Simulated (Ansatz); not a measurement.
# Reading a saddle point

A first-order saddle point of Si₅H₁₃I, closed shell, PBE0-D4/def2-TZVP, with one imaginary mode of 376i cm⁻¹:

Si1  (0.934, -1.811, 0.880)
I2  (3.492, -0.645, -0.378)
H3  (1.291, -0.379, 0.135)
Si4  (-0.215, 0.344, -0.111)
Si5  (0.996, 2.167, -0.963)
Si6  (-1.425, 0.788, 1.845)
Si7  (-1.327, -0.881, -1.765)
H8  (-0.496, -1.951, 1.335)
H9  (1.146, -2.852, -0.139)
H10  (1.742, -1.753, 2.109)
H11  (-0.043, 3.215, -1.189)
H12  (1.633, 1.814, -2.250)
H13  (1.961, 2.642, 0.054)
H14  (-2.584, -0.133, 1.943)
H15  (-0.523, 0.595, 3.010)
H16  (-1.899, 2.196, 1.807)
H17  (-0.347, -1.280, -2.805)
H18  (-1.969, -2.078, -1.163)
H19  (-2.367, 0.002, -2.356)
(Å)

Program: Ansatz 0.2.0. Basis: def2-TZVPP and def2-QZVPP. Cores are frozen in the correlated methods. Filled d shells of the heavier atoms are correlated. Core potentials replace the inner electrons of the atoms past krypton. The def2 sets are not built for correlating such inner shells, so the correlated values are less sure here. Extrapolation: Hartree–Fock as exp(−7.88 √X), correlation as X^−2.97.

Which contacts change along the imaginary mode, and what lies on either side? (Judge from chemistry; the calculation decides.)

The calculation gives: The step is Si₄H₁₀ ([SiH3][SiH]([SiH3])[SiH3]) + SiH₃I ([SiH3][I]) → Si₅H₁₂ ([SiH3][Si]([SiH3])([SiH3])[SiH3]) + HI, with the molecules in contact on both sides. Shortening one way: Si1–Si4, I2–H3; lengthening the same way: Si1–I2, H3–Si4.
| pair | one side (Å) | saddle (Å) | other side (Å) |
| --- | --- | --- | --- |
| Si1–Si4 | 4.39 | 2.64 | 2.34 |
| I2–H3 | 3.53 | 2.28 | 1.61 |
| Si1–I2 | 2.44 | 3.08 | 4.10 |
| H3–Si4 | 1.49 | 1.69 | 5.40 |

Which side is lower, and how far does the saddle lie above each? (Judge from chemistry; the value comes from the calculation.)

Computed: The side with Si1–I2, H3–Si4 short is lower by 16.40 kcal/mol; the saddle lies 46.57 kcal/mol above it and 30.16 kcal/mol above the other (CCSD(T) at an estimated basis limit (MP2 extrapolated from triple and quadruple zeta, plus CCSD(T) − MP2 in triple zeta); electronic energies).

The T1 diagnostic stays at or below 0.015.

Labels in which every atom is bracketed show which atoms are joined, not bond orders.

For scale, one of the runs: CCSD(T)/def2-TZVPP, 442 basis functions, launched by `ansatz run in.yaml --threads 4 --pin off --events-out ev --progress --plain --max-ram 41984MiB --backend cuda --devices 0, --max-vram 37GiB`. Hardware: 4 CPU threads of an AMD EPYC 7R13 and a share of one NVIDIA H100, shared host. Wall time 25 s; peak host memory 1.2 GiB.
